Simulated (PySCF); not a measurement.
CH₄ClGeNSi, SMILES Cl[Si@H]1N=[CH][GeH2]1.

Geometry optimised at B3LYP-D3(BJ)/def2-SVP. The structure was generated by enumeration; whether it is a known compound was not checked.

Two levels are set side by side: TDDFT-PBE/def2-SVPD (PySCF) and TDDFT-LC-ωPBE/def2-SVPD (PySCF). Vertical, same geometry. The lowest singlet is HOMO→LUMO 99 % with PBE and HOMO→LUMO 92 % with the other functional; states are paired by order. Differences are taken from unrounded values.

```
quantity                               TDDFT-PBE
-------------------------------------  ---------
lowest singlet excitation (eV)              3.53
lowest triplet excitation (TDA) (eV)        2.91
first bright state (f over 0.05) (eV)       5.85
its oscillator strength                     0.07
```

**Question.** These are the TDDFT-PBE values. What does TDDFT-LC-ωPBE give? (The exact figures need the calculation; the answer reports its results.)

**Answer.** 
```tsv
quantity	TDDFT-LC-ωPBE	TDDFT-PBE minus TDDFT-LC-ωPBE
lowest singlet excitation (eV)	3.79	-0.26
lowest triplet excitation (TDA) (eV)	3.08	-0.17
first bright state (f over 0.05) (eV)	6.71	-0.86
its oscillator strength	0.05	0.02
```

A lower first singlet is the usual sign of a functional without exact exchange. Differences between two approximate levels are no errors against the true value.

Rough cost on one machine, each run with all the roots and properties that it gave: TDDFT-LC-ωPBE against TDDFT-PBE about 6 times.
